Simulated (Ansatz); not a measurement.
Mulliken charges of CH5FGeOS, SMILES `C[O][GeH]([F])[SH]` from PBE/def2-TZVPP in Ansatz (PBE0-D4/def2-TZVP geometry).

| atom | x (Å) | y (Å) | z (Å) | charge (e) |
| --- | --- | --- | --- | --- |
| C1 | -0.004 | -1.543 | 0.430 | -0.136 |
| O2 | -0.017 | -0.871 | -0.815 | -0.333 |
| Ge3 | -0.103 | 0.877 | -0.899 | 0.658 |
| F4 | -1.637 | 1.366 | -0.245 | -0.338 |
| S5 | 1.382 | 1.861 | 0.406 | -0.307 |
| H6 | 0.738 | -1.118 | 1.115 | 0.091 |
| H7 | -0.988 | -1.509 | 0.908 | 0.108 |
| H8 | 0.256 | -2.586 | 0.238 | 0.106 |
| H9 | -0.041 | 1.243 | -2.377 | 0.011 |
| H10 | 0.415 | 2.281 | 1.239 | 0.140 |

Q: By hand: the dipole of these point charges (1 e Å = 4.8032 D).

A: Σ q r = (0.113, -0.162, -0.048) e Å, of length 0.203 e Å = 0.98 D.

Q: How does the dipole of the full density compare? (Estimate.)

A: Ansatz gave: (0.135, -0.060, 0.082) e Å, 0.81 D; the point charges give 1.21 times that, at 52° from its direction.

Point charges leave out the atoms' own dipoles, such as those of lone pairs, and Mulliken's split depends on the basis, so the two needn't agree.
